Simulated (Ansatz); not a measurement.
Input file for Ansatz (a first-principles code): R-CCSD(T)/cc-pVTZ on CH7BN2 (SMILES CB(N)N), a point of a torsion scan.

Ansatz 0.2 input:
```yaml
crystal:
  periodic: [false, false, false]
  atoms:
    - {symbol: C, position_ang: [-1.17316600, -0.75297673, 0.08230970]}
    - {symbol: B, position_ang: [0.04126430, 0.26520286, -0.08694055]}
    - {symbol: N, position_ang: [1.26135094, 0.01182059, 0.56236423]}
    - {symbol: N, position_ang: [-0.09353740, 1.41666372, -0.87931319]}
    - {symbol: H, position_ang: [-1.46654682, -0.84568611, 1.12599852]}
    - {symbol: H, position_ang: [-0.90148570, -1.75039259, -0.25715855]}
    - {symbol: H, position_ang: [-2.05389239, -0.44789595, -0.47678119]}
    - {symbol: H, position_ang: [2.06299052, 0.61333642, 0.49698951]}
    - {symbol: H, position_ang: [1.41681387, -0.79246533, 1.14099572]}
    - {symbol: H, position_ang: [-0.93720527, 1.65255549, -1.36760335]}
    - {symbol: H, position_ang: [0.64247931, 2.08671948, -1.01540602]}
basis:
  gaussian:
    orbitals: cc-pVTZ
magnetization: {spin_polarized: false}
correlation: {method: ccsd_t, electrons: outside_noble_gas}
scf: {lower_state_search: off}
```

The log:

```
WARN ansatz: RAYON_NUM_THREADS=1 ignored (pool sized by the plan → 1); use --threads N
Functional definition: HF
these checks for a lower state are left out or cut short: stability, starts, cluster_reference, orbital_swaps, neighbouring_geometries, increment
integrals: 1.05 GiB planned
1231 factors; integrals over basis functions are off by at most 1.0e-3 eV
mean field: 0.55 GiB planned
mean field evaluation 1: about -4776.1414 eV, gradient 4.7e1 eV
mean field evaluation 2: about -4776.1430 eV, gradient 4.7e1 eV
mean field evaluation 4: about -4780.8775 eV, gradient 3.3e0 eV
mean field evaluation 8: about -4780.9196 eV, gradient 1.7e-4 eV
mean field -4780.91960517 eV, -175.6955548663 hartree, gradient 1.6e-6 eV, S^2 0.000000; 0 other end points of the search recorded, 0 dependent functions left out
4 core orbitals not correlated
reference -4780.91960517 eV, -175.6955548663 hartree; 12, 12 occupied and 202, 202 virtual orbitals, 1231 factors
second order -19.35870725 eV of doubles, -0.00000000 eV of singles
coupled cluster: 1.49 GiB planned
cycle   1  -19.82569784 eV  change   -4.7e-1 eV  update   7.8e-2
cycle   2  -20.23476811 eV  change   -4.1e-1 eV  update   2.2e-2
cycle   3  -20.30503267 eV  change   -7.0e-2 eV  update   1.0e-2
cycle   4  -20.29792275 eV  change    7.1e-3 eV  update   2.5e-3
cycle   5  -20.29851569 eV  change   -5.9e-4 eV  update   1.1e-3
cycle   6  -20.29839753 eV  change    1.2e-4 eV  update   2.8e-4
cycle   7  -20.29827163 eV  change    1.3e-4 eV  update   8.5e-5
cycle   8  -20.29826636 eV  change    5.3e-6 eV  update   2.7e-5
perturbative correction -0.76310740 eV, -0.0280436797 hartree
Total energy: -4801.98097893 eV, -176.4695460760 hartree
Checks for a lower state left out: stability, starts, cluster_reference, orbital_swaps, neighbouring_geometries, increment
```

Self-consistency was reached.

Cost: around 3 core-minutes (rough).
